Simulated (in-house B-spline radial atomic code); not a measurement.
A run on Sc⁻ that did not converge. Method: scalar-relativistic (X2C) PBE0, spin-polarised, spherical fractional occupations, exact exchange averaged over the configuration, Fermi nucleus of rms radius 3.5459 fm; computed with an all-electron radial atomic-structure program (B-spline basis).

Command:
```bash
python run_scf.py task.json out
```
Settings (nuclear radius in fm, mass in u):
```
Z                21
configuration    [Ar] 3d2 4s2
hamiltonian      x2c
method           pbe0
spin_polarised   True
nucleus          fermi
rms_radius       3.5459
atomic_mass      44.95591
speed_of_light   137.035999084
exact_exchange   averaged over the configuration
```

First and last ten iterations of the last attempt (damped for 15 steps, keeping 80 % of the old Fock matrix, then DIIS):
```
 iter        energy (Eh)    residual
    1        -761.385657    2.87e-01
    2        -761.716784    2.09e-01
    3        -762.824881    1.33e-01
    4        -763.426654    8.29e-02
    5        -763.739991    4.99e-02
    6        -763.895479    2.66e-02
    7        -763.594758    3.95e-02
    8        -763.873004    3.06e-02
    9        -763.952176    1.65e-02
   10        -763.584441    4.10e-02
  111        -757.420182    1.25e-01
  112        -763.839995    1.00e-01
  113        -763.818800    1.06e-01
  114        -763.857740    9.72e-02
  115        -763.862602    9.45e-02
  116        -763.868535    9.36e-02
  117        -763.945620    2.45e-02
  118        -763.124806    4.74e-02
  119        -763.964269    1.78e-02
  120        -763.562804    3.89e-02
 not converged after 120 iterations
```

The smallest residual met was 1.6e-03; the threshold is about 2e-07. No energy from this run should be used. Run time, properties included: 6.4 s on 1 thread of Arm Neoverse N1, on a shared host.
